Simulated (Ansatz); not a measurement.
`C=[N][Ga]([Cl])[Cl]` + GeH₄ → `[Cl][Ga]([Cl])[GeH3]` + `C=N`  (formal exchange of groups at a Ga–N bond)

Computed with Ansatz on PBE0-D4/def2-TZVP structures; ΔE is electronic, products minus reactants. CCSD(T)/CBS adds triple-zeta CCSD(T) − MP2 to the extrapolated MP2 energy (def2 sets, frozen cores). This one scheme is used for every species. DFT in def2-TZVPP. B3LYP here is the variant with VWN-RPA as its local correlation; programs differ in this. For Ga, Ge outer-core shells are correlated without core-valence functions, which leaves a few kJ/mol of doubt a bond. Scalar relativity is left out up to krypton. One conformer a species, not always the lowest.

| level | ΔE (kJ/mol) | difference from CCSD(T)/CBS |
| --- | --- | --- |
| r2SCAN-D4 | -36.5 | 1.5 |
| B3LYP-D4 | -38.9 | -0.9 |
| r2SCANh-D4 | -37.4 | 0.6 |
| r2SCAN0-D4 | -38.3 | -0.3 |
| BHLYP-D4 | -38.0 | 0.0 |
| PBE | -45.4 | -7.4 |
| B3LYP | -41.1 | -3.1 |
| r2SCANh | -37.8 | 0.2 |
| CAM-B3LYP | -35.7 | 2.3 |
| LC-ωPBE | -36.9 | 1.1 |
| RPA@PBE/def2-TZVPP | -32.7 | 5.3 |
| MP2/def2-SVP | -20.7 | 17.3 |
| CCSD/def2-SVP | -28.5 | 9.5 |
| CCSD/def2-TZVPP | -35.5 | 2.5 |
| HF/def2-QZVPP | -27.1 | 10.9 |
| CCSD/CBS(def2) | -39.4 | -1.4 |
| CCSD(T)/CBS | -38.0 | 0 |

Largest T1 diagnostic among the species: 0.013.

At CCSD(T), def2-SVP lies +11.1 kJ/mol from the extrapolated value and def2-TZVPP +3.9 kJ/mol. From BLYP to BHLYP (50 % exact exchange), in def2-TZVPP and without D4, ΔE moves by +4.3 kJ/mol.

CCSD(T)/CBS has its own doubt, a few kJ/mol and more with outer-core shells, so smaller differences from it don't rank the levels.
